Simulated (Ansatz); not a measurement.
Reaction (cleavage of the Si–Ga bond): `[BH2][GaH][SiH2]C` + `B[SeH]` → `B[Se][SiH2]C` + `[BH2][GaH2]`

Calculated with Ansatz (gas phase, PBE0-D4/def2-TZVP geometries, no zero-point term in ΔE). CCSD(T)/CBS adds triple-zeta CCSD(T) − MP2 to the extrapolated MP2 energy (def2 sets, frozen cores). DFT in def2-TZVPP. B3LYP here is the variant with VWN-RPA as its local correlation; programs differ in this. For Ga, Se outer-core shells are correlated without core-valence functions, which leaves a few kJ/mol of doubt a bond. Scalar relativity is left out up to krypton. One conformer a species, not always the lowest.

```csv
level,ΔE (kJ/mol),difference from CCSD(T)/CBS
PBE-D4,-32.4,11.6
r2SCAN-D4,-40.0,4.0
PBE0-D4,-38.2,5.8
B3LYP-D4,-39.9,4.1
ωB97X-V,-44.4,-0.4
ωB97M-V,-46.2,-2.2
B2PLYP,-41.6,2.4
PBE,-29.7,14.3
r2SCAN,-39.4,4.6
PBE0,-35.9,8.1
B3LYP,-35.5,8.5
HF/def2-TZVPP,-51.6,-7.6
MP2/def2-TZVPP,-50.5,-6.5
SCS-MP2/def2-TZVPP,-48.7,-4.7
CCSD/def2-TZVPP,-41.1,2.9
CCSD(T)/def2-TZVPP,-40.8,3.2
HF/def2-QZVPP,-52.7,-8.7
MP2/def2-QZVPP,-52.7,-8.7
SCS-MP2/def2-QZVPP,-51.1,-7.1
HF/CBS(def2),-52.9,-8.9
MP2/CBS(def2),-53.7,-9.7
CCSD/CBS(def2),-44.3,-0.3
CCSD(T)/CBS,-44.0,0
```

Largest T1 diagnostic among the species: 0.014.

From PBE to PBE0 (25 % exact exchange), in def2-TZVPP and without D4, ΔE moves by −6.3 kJ/mol. The D4 term adds −4.5 kJ/mol with B3LYP and −2.3 kJ/mol with PBE0; it sums over pairs of atoms, weighted by their polarisabilities, and B3LYP, whose exchange is more repulsive, gets the larger term.
